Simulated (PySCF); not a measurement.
Cartesian coordinates in Å; atom numbers follow the order of the lines, from 1:
```xyz
15

C     2.9852    0.2486   -0.4336
N     1.9867    0.2254    0.3273
B     0.5813    0.0758    0.0632
N    -0.2624    1.2176   -0.1440
B    -1.6668    1.1019   -0.3445
N    -2.2316   -0.2094   -0.3380
B    -1.4458   -1.3827   -0.1275
N    -0.0463   -1.2144    0.0700
H     4.0059    0.3751   -0.0272
H     2.9288    0.1489   -1.5382
H     0.1576    2.1376   -0.1363
H    -2.3562    2.0815   -0.5165
H    -3.2282   -0.3099   -0.4744
H    -1.9503   -2.4827   -0.1188
H     0.5284   -2.0314    0.2287
```

Theory: NMR shieldings at PBE0/pcSseg-1/GIAO, structure optimised with PBE0-D3(BJ)/def2-SVP, in PySCF 2.14 (non-relativistic Hamiltonian, no solvent model, one computed conformer, one averaged value for each set of equivalent atoms).

Chemical shifts δ = σref − σ; TMS for ¹³C and ¹H; ¹⁵N against NH3; BF3·OEt2 for ¹¹B, all at this level.

```csv
atoms,nucleus,count,Hirshfeld charge,δ (ppm)
H12/H14,¹H,2,-0.07,4.73
B5/B7,¹¹B,2,0.16,?
H9,¹H,1,0.05,7.98
H11/H15,¹H,2,0.13,4.54
C1,¹³C,1,0.03,?
B3,¹¹B,1,0.21,26.1
N2,¹⁵N,1,-0.20,438.6
H13,¹H,1,0.13,5.33
H10,¹H,1,0.04,8.14
N6,¹⁵N,1,-0.23,?
N4/N8,¹⁵N,2,-0.23,124.9
```

**Question.** Estimate the values marked ?.

**Answer.** 
- C1: 161.1 ppm, C=N carbon
- N6: 140.2 ppm, nitrogen bonded to 2 B, H, in a 6-membered ring
- B5/B7: 27.8 ppm, boron bonded to 2 N, H, in a 6-membered ring

OH/NH shifts are gas-phase values; hydrogen bonding in solution moves them, usually downfield. Hydrogens on boron are broadened and split by ¹¹B (spin 3/2, 80 %) and 10B (spin 3). Shifts are as computed. Against solution values, carbons near 30 ppm lie about +2 ppm off and those near 130 ppm about +5 ppm. Of 1211 compounds with measured shifts, 218 miss one by over three times the rms of a fit or turn the order of signals round; such compounds aren't used in these exercises. Experimental scales use liquid or dissolved standards, which lie at an offset from isolated NH3 (liquid NH3: subtract about 20 ppm). Unscaled 15N shifts of sp2 nitrogen come out 20 to 40 ppm too high even then.
